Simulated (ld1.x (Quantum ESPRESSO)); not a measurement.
Which change was made? (In, PAW)

* Element: indium
* Generator: ld1.x (Quantum ESPRESSO) 7.5
* Type: PAW
* Functional: PBE
* Relativity: scalar-relativistic
* Frozen core: [Kr]
* Valence charge: 13
* Reference configuration: 4d10 5s1 5p2
* Partial waves: 5s (bound): rcut 1.70, rcutus 2.20 bohr; 5s channel at -0.25 Ry: rcut 1.70, rcutus 2.20 bohr; 5p (bound): rcut 2.20, rcutus 2.45 bohr; 5p channel at 1.7 Ry: rcut 2.20, rcutus 2.45 bohr; 4d (bound): rcut 1.20, rcutus 1.70 bohr; 4d channel at 1.65 Ry: rcut 1.20, rcutus 1.70 bohr
* Local potential: all-electron potential smoothed inside 1.35 bohr (lloc = -1)
* Core correction: Bessel-smoothed model core inside 1.75 bohr
* Augmentation charge: BESSEL, radius 1.05 bohr

Cutoffs, loose and tight: the cutoffs (Ry, on a coarse ladder) from which the occupation-weighted sum of valence levels, in a spherical-Bessel basis at the reference potential, stays within 10 and 1 mRy of its value at 400 Ry. They do not see the model core or the augmentation charge, which bear on the density cutoff. Test errors are all-electron minus pseudo excitation energies from the reference, over the configurations 4d10 5s2 5p1; 4d10 5s2 5p0; 4d10 5s1 5p0; 4d10 5s1 5p1; 4d10 5s0 5p0; 4d9 5s2 5p2; 4d9 5s0 5p0; variants that change the core or the reference have their own tests. The largest error is taken over the tests solved by every variant that gives reliable tests at all, those not shown here included: 4d10 5s0 5p0; 4d10 5s1 5p0; 4d10 5s1 5p1; 4d10 5s2 5p0; 4d10 5s2 5p1.

The base gives: outcome: generated, overlap not positive; bound ghosts: s (d not tested, overlap not positive); largest test error (meV): +98.

(1) After one change the result is: outcome: generated; cutoff, loose: 70 Ry; cutoff, tight: 110 Ry; bound ghosts: s, p; largest test error (meV): test run stopped at test 1 of 7 (negative rho). Which change was it?
A. all radii but the core radius scaled by about 0.78 (s 1.72, p 1.90, d 1.32 bohr, rcut 1.32/1.72/0.94); local potential all-electron potential smoothed inside 1.04 bohr (lloc = -1); augmentation BESSEL, radius 0.82 bohr
B. all radii but the core radius scaled by about 0.86 (s 1.88, p 2.10, d 1.46 bohr, rcut 1.46/1.88/1.02); local potential all-electron potential smoothed inside 1.16 bohr (lloc = -1); augmentation BESSEL, radius 0.90 bohr
C. all radii but the core radius scaled by about 1.27 (s 2.78, p 3.10, d 2.16 bohr, rcut 2.16/2.78/1.52); local potential all-electron potential smoothed inside 1.72 bohr (lloc = -1); augmentation BESSEL, radius 1.34 bohr

## Answers

(1) B. The others give: all radii but the core radius scaled by about 0.78 (s 1.72, p 1.90, d 1.32 bohr, rcut 1.32/1.72/0.94); local potential all-electron potential smoothed inside 1.04 bohr (lloc = -1); augmentation BESSEL, radius 0.82 bohr → outcome: failed: run_pseudo: Errors in PS-KS equation | all radii but the core radius scaled by about 1.27 (s 2.78, p 3.10, d 2.16 bohr, rcut 2.16/2.78/1.52); local potential all-electron potential smoothed inside 1.72 bohr (lloc = -1); augmentation BESSEL, radius 1.34 bohr → outcome: generated; cutoff, loose: 25 Ry; cutoff, tight: 40 Ry; bound ghosts: s; largest test error (meV): -20. A file whose overlap is not positive is unfit for use, and its test errors describe a broken file.
